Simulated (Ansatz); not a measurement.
Method: frozen-core CCSD(T)/cc-pVTZ // PBE0-D4/def2-TZVP (Ansatz, a program for electronic structure).

Ansatz 0.2 input:
```yaml
crystal:
  periodic: [false, false, false]
  atoms:
    - { symbol: B, position_ang: [1.960692, -0.066176, 0.637702] }
    - { symbol: B, position_ang: [0.761492, -0.460652, -0.387646] }
    - { symbol: B, position_ang: [-0.630899, 0.329346, -0.659943] }
    - { symbol: B, position_ang: [-2.053706, 0.159764, 0.109464] }
    - { symbol: H, position_ang: [2.881503, 0.627921, 0.309962] }
    - { symbol: H, position_ang: [1.965068, -0.4749, 1.765832] }
    - { symbol: H, position_ang: [0.911898, -1.466645, -1.039184] }
    - { symbol: H, position_ang: [-0.58923, 1.141929, -1.552766] }
    - { symbol: H, position_ang: [-2.31818, 0.830105, 1.068866] }
    - { symbol: H, position_ang: [-2.888639, -0.620695, -0.252287] }
basis:
  gaussian: { orbitals: cc-pVTZ }
correlation:
  method: ccsd_t
```

Output:

```
Functional definition: HF
1154 factors; integrals over basis functions are off by at most 8.0e-4 eV
mean field evaluation 1: about -2777.5362 eV, gradient 2.1e1 eV
mean field evaluation 2: about -2777.5351 eV, gradient 2.1e1 eV
mean field evaluation 4: about -2779.8650 eV, gradient 1.8e0 eV
mean field evaluation 8: about -2779.8870 eV, gradient 1.5e-4 eV
mean field evaluation 16: about -2779.8903 eV, gradient 1.2e-1 eV
mean field -2779.88697461 eV, -102.1589620420 hartree, gradient 2.4e-6 eV, S^2 0.000000; 0 other end points of the search recorded, 0 dependent functions left out
4 core orbitals not correlated
reference -2779.88697461 eV, -102.1589620420 hartree; 9, 9 occupied and 191, 191 virtual orbitals, 1154 factors
second order -10.64496293 eV of doubles, -0.00000000 eV of singles
cycle   1  -11.81545056 eV  change    -1.2e0 eV  update   8.6e-2
cycle   2  -12.23056540 eV  change   -4.2e-1 eV  update   2.9e-2
cycle   3  -12.28375127 eV  change   -5.3e-2 eV  update   1.4e-2
cycle   4  -12.27850996 eV  change    5.2e-3 eV  update   5.9e-3
cycle   5  -12.27633519 eV  change    2.2e-3 eV  update   2.2e-3
cycle   6  -12.27656173 eV  change   -2.3e-4 eV  update   7.5e-4
cycle   7  -12.27668656 eV  change   -1.2e-4 eV  update   2.2e-4
cycle   8  -12.27673597 eV  change   -4.9e-5 eV  update   8.8e-5
cycle   9  -12.27674124 eV  change   -5.3e-6 eV  update   3.6e-5
cycle  10  -12.27672766 eV  change    1.4e-5 eV  update   1.5e-5
perturbative correction -0.42759133 eV, -0.0157136915 hartree
Total energy: -2792.59129360 eV, -102.6258371536 hartree
```

Cost: about 80 core-seconds (a rough figure).
